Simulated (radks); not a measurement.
Question: Coherent X-ray form factor from a spherical all-electron density. All-electron calculation, Dirac Kohn-Sham, PBE, spin-unpolarised, spherical densities, finite nucleus; Fermi nuclear charge, rms radius of each element as measured or else 0.836 A^(1/3) + 0.57 fm. Program: a radial shooting solver on a logarithmic mesh with Libxc functionals.

sin(theta)/lambda (1/angstrom)  f0 (electrons)
0.05                                    33.537
0.1                                     32.261
0.15                                    30.450
0.2                                     28.421
0.25                                    26.419
0.3                                     24.574
0.4                                     21.443
0.5                                     18.849
0.6                                     16.551
0.8                                     12.629
1                                        9.765
1.25                                     7.583
1.5                                      6.392
2                                        5.067

The species is in the configuration that NIST lists as its ground one. Which atom or ion scatters so?

Answer: The krypton ion Kr2+, [Ar] 3d10 4s2 4p4. Extrapolating in s^2 from the first two rows gives f0(0) = 34.0, near the electron count 34; among species with that count, the fall with angle is slower the higher Z, and the table is that of Z = 36; from so few rows the species is fixed only to a neighbour or two.
